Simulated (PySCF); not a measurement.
How methods differ on the ionisation energy of Ne²⁺

Ne²⁺ [He] 2s2 2p4 (3P) → Ne³⁺ [He] 2s2 2p3 (4S), as a difference of total energies. All numbers are calculated (PySCF 2.14, scalar relativity by spin-free X2C-1e, in aug-cc-pCVTZ-DK (7s6p4d2f, 59 functions)). Correlated levels: valence: 1s2 frozen; valence and next inner shell: nothing frozen. The calculations carry no spin-orbit coupling.

| method | ionisation energy (eV) |
| --- | --- |
| UHF | 61.801 |
| LDA | 63.602 |
| PBE | 63.862 |
| PBE0 | 63.712 |
| r2SCAN | 63.601 |
| r2SCANh | 63.560 |
| BHandHLYP | 63.671 |
| M06 | 63.687 |
| PW91 | 64.024 |
| MP2 (valence) | 63.023 |
| SCS-MP2 (valence) | 63.136 |
| MP2 (valence and next inner shell) | 63.059 |
| SCS-MP2 (valence and next inner shell) | 63.154 |

A first-order spin-orbit estimate (lowest level to lowest level, LS coupling) adds 0.037 eV.

Errors of the correlated levels include the incompleteness of this basis and the frozen core.

Task: Which method comes closest to the reference value, and which is furthest?

Result: The reference is 63.423 eV (measured; NIST Atomic Spectra Database, ionization energies). Closest: r2SCANh (error 0.174 eV); furthest: UHF (error -1.585 eV), both after the spin-orbit estimate.
